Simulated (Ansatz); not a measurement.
Species: FeF, net charge 0, sextet state. The spin state was set by rule; other spins were not relaxed. SMILES: [Fe][F]
Geometry: optimised at B3LYP-D3(BJ)/def2-TZVP (Ansatz, an electronic-structure program).

Parts of the frozen-core correlation energy in def2-SVP (Ansatz, hartree). Frozen orbitals: 10; correlated occupied orbitals by spin: 10 and 5; virtual: 25 and 30. UHF or UKS for open shells. Spin-orbit coupling is left out. Non-relativistic.

```
term                             value
-------------------------  -----------
reference (HF)             -1361.66562
MP2 opposite-spin                    ?
MP2 same-spin                        ?
CCSD correlation              -0.30010
(T)                                  ?
CCSDT minus CCSD(T)           -0.00057
T1 diagnostic                    0.020
largest doubles amplitude        0.041
<S^2> of the reference           8.753
```

Fill in the missing entries.


- MP2 opposite-spin, value: -0.18383
- MP2 same-spin, value: -0.10774
- (T), value: -0.00498
